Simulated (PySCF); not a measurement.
# One reaction down a group: Cu, Ag, Au

The same gas-phase reaction for Cu, Ag, Au:
- HF + 2 Cu → CuF + CuH
- HF + 2 Ag → AgF + AgH
- HF + 2 Au → AuF + AuH

Computed with PySCF and rigid-rotor harmonic-oscillator thermochemistry at 1 bar. † marks an energy on the PBE0/def2-TZVP geometry and frequencies; other levels use their own. MP2 and CCSD(T) freeze the core. Open shells (unrestricted): Cu (multiplicity 2), Ag (multiplicity 2), Au (multiplicity 2); the rest are closed-shell singlets. Ag, Au: scalar-relativistic def2 core potential, no spin-orbit coupling. Cu: all electrons, no relativistic terms. MP2 isn't extrapolated to the basis-set limit. CCSD(T) isn't extrapolated to the basis-set limit. The harmonic model lacks anharmonicity and excited electronic states, which grow with temperature; levels with a mode under 35 cm⁻¹ are left out. Warning, large T1 diagnostic: AgF, AgH, AuF, AuH, CuF, CuH (CCSD(T)/def2-TZVPP†).

ΔH°(298 K) in kJ, by level:

| level | Cu | Ag | Au |
|---|---|---|---|
| ωB97M-V/def2-TZVP† | -105.6 | -14.5 | -2.8 |
| CCSD(T)/def2-TZVPP† | -82.2 | 20.1 | -4.8 |
| HF/def2-TZVP† | 46.3 | 118.9 | 135.7 |
| MP2/def2-TZVPP† | -96.4 | 30.1 | 6.3 |
| r2SCAN/def2-TZVP† | -106.3 | -6.7 | -41.5 |
| PBE/def2-SVP | -168.0 | -22.6 | -59.1 |
| ωB97X-V/def2-TZVP† | -102.9 | -7.5 | -8.5 |
| PBE0/def2-SVP† | -105.7 | 16.1 | -5.8 |

At ωB97M-V/def2-TZVP†, ΔH° rises from Cu to Au, over a range of 102.8 kJ; the steps are +91.1, +11.7 kJ. 2 of the 8 levels shown give the same order; CCSD(T)/def2-TZVPP†, MP2/def2-TZVPP†, r2SCAN/def2-TZVP†, PBE/def2-SVP, ωB97X-V/def2-TZVP†, PBE0/def2-SVP† order the members differently. The levels scatter most for Cu (214.3 kJ between the highest and the lowest) and least for Ag (141.5 kJ). ΔS°(298 K) runs from -83.2 to -79.4 J/K, so TΔS° at 298 K spreads over 1.1 kJ among the members, against 102.8 kJ for ΔH°.

Free energies at ωB97M-V/def2-TZVP†:

```csv
member,"ΔS°(298 K), J/K","ΔG°(298 K), kJ","ΔG°(2000 K), kJ",ΔG° changes sign
Cu,-83.2,-81,69,1200 to 1400 K
Ag,-79.4,9,151,none from 298 to 2500 K
Au,-81.3,21,169,none from 298 to 2500 K
```

The NASA 1993 table holds none of these reactions whole; the comparison is among the levels.
